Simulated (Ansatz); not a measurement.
C₂H₃BFNO, SMILES `N#CCB(O)F` at its PBE0-D4/def2-TZVP geometry, where that method's forces vanish. Charge 0, multiplicity 1.

```csv
atom,x (Å),y (Å),z (Å)
N1,2.116,-1.209,-1.531
C2,1.107,-0.954,-1.044
C3,-0.160,-0.629,-0.425
B4,-0.146,0.655,0.498
O5,-1.229,0.906,1.257
F6,0.895,1.479,0.516
H7,-0.513,-1.485,0.159
H8,-0.913,-0.476,-1.207
H9,-1.158,1.712,1.777
```

**Question.** For each bond, give half the difference of the two atoms' forces along it (eV/Å; positive pushes the atoms apart) under PBE-D4, r2SCAN-D4, B3LYP-D4, ωB97M-V in def2-TZVPP. (Estimate.)

**Answer.** Computed: 
| bond | length (Å) | PBE-D4 | r2SCAN-D4 | B3LYP-D4 | ωB97M-V |
| --- | --- | --- | --- | --- | --- |
| N1–C2 | 1.149 | 1.50 | 0.58 | -0.04 | -0.39 |
| C2–C3 | 1.447 | -0.75 | -0.30 | 0.14 | 0.46 |
| C3–B4 | 1.581 | -0.17 | -0.04 | -0.05 | -0.13 |
| C3–H7 | 1.094 | 0.14 | 0.00 | -0.07 | -0.14 |
| C3–H8 | 1.096 | 0.14 | 0.01 | -0.07 | -0.14 |
| B4–O5 | 1.346 | 0.27 | 0.13 | 0.07 | 0.13 |
| B4–F6 | 1.327 | 0.43 | 0.10 | 0.18 | 0.19 |
| O5–H9 | 0.962 | 0.35 | -0.01 | -0.02 | -0.09 |

B3LYP here is the variant with VWN-RPA as its local correlation; programs differ in this.
